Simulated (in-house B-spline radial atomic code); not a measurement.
I⁷⁺. Computed with a B-spline radial atomic code. Model: all-electron spherical atom, spin shells full or empty, radial basis limit, no spin-orbit coupling, Breit or QED, empty-state partial waves extrapolated as (l+1/2)^-4, RPA, G0W0 and static COHSEX of the highest shell as one setting changes (uncorrelated shells keep exact exchange).

Given: element I; charge 7; filled core Kr; hamiltonian one-electron scalar X2C; mean-field start HSE06; highest l of empty states 9; nuclear rms radius 4.75 fm; highest mean-field shell 4d.

Shell: 4d 5 5 (electrons up and down).

| lowest nl shells left uncorrelated | RPA correlation energy (hartree) | G0W0 level (eV) | G0W0 minus most complete (meV) | COHSEX level (eV) | linearised minus solved G0W0 (meV) |
| --- | --- | --- | --- | --- | --- |
| 0 | -3.6447 | -151.92 | 0 | -155.78 | -9.4 |
| 1 | -3.4659 | -151.92 | 0.2 | -155.78 | -9.4 |
| 2 | -3.2707 | -151.91 | 5 | -155.78 | -9.3 |
| 3 | -2.7122 | -151.9 | 15.4 | -155.79 | -9.3 |
| 4 | ? | ? | ? | ? | ? |
| 5 | ? | ? | ? | ? | ? |
| 6 | -1.1505 | -151.74 | 174.4 | -155.44 | -9 |
| 7 | -0.99011 | -151.81 | 111.9 | -155.42 | -9.3 |
| 8 | -0.55667 | -152.65 | -729.4 | -156.1 | -9.3 |

What follows for lowest nl shells left uncorrelated = 4?

RPA correlation energy -2.531 hartree; G0W0 level -151.89 eV; G0W0 minus most complete 25.6 meV; COHSEX level -155.77 eV; linearised minus solved G0W0 -9.3 meV.

What follows for lowest nl shells left uncorrelated = 5?

RPA correlation energy -1.9967 hartree; G0W0 level -151.86 eV; G0W0 minus most complete 59.4 meV; COHSEX level -155.72 eV; linearised minus solved G0W0 -9.2 meV.
